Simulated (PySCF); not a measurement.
C3H7Br.

```xyz
11

C      1.5613    -0.1261    -1.2727
C      0.9300     0.4098     0.0000
C      1.5613    -0.1261     1.2727
Br    -1.0185    -0.0252     0.0000
H      1.4981    -1.2245    -1.3110
H      2.6275     0.1585    -1.2990
H      1.0730     0.2810    -2.1692
H      0.9348     1.5083     0.0000
H      1.4981    -1.2245     1.3110
H      2.6275     0.1585     1.2990
H      1.0730     0.2810     2.1692
```
Charge 0, spin multiplicity 1.

Geometry: B3LYP-D3(BJ)/def2-SVP.

All values below come from KT2/pcSseg-1 (PySCF). Non-relativistic, no solvent.

Computed absolute GIAO shielding of each atom: isotropic value and principal components (ppm):
```tsv
atom	σ(iso)	σ11	σ22	σ33	span
C1	151.6	129.1	143.9	181.7	52.7
C2	122.1	84.8	119.9	161.6	76.8
C3	151.6	129.1	143.9	181.7	52.7
Br4	1990.1	1382.6	1611.8	2976.0	1593.3
H5	29.6	26.8	28.2	33.9	7.2
H6	29.8	25.4	26.8	37.1	11.7
H7	29.3	24.8	27.8	35.3	10.4
H8	26.8	22.2	25.5	32.8	10.6
H9	29.6	26.8	28.2	33.9	7.2
H10	29.8	25.4	26.8	37.1	11.7
H11	29.3	24.8	27.8	35.3	10.4
```
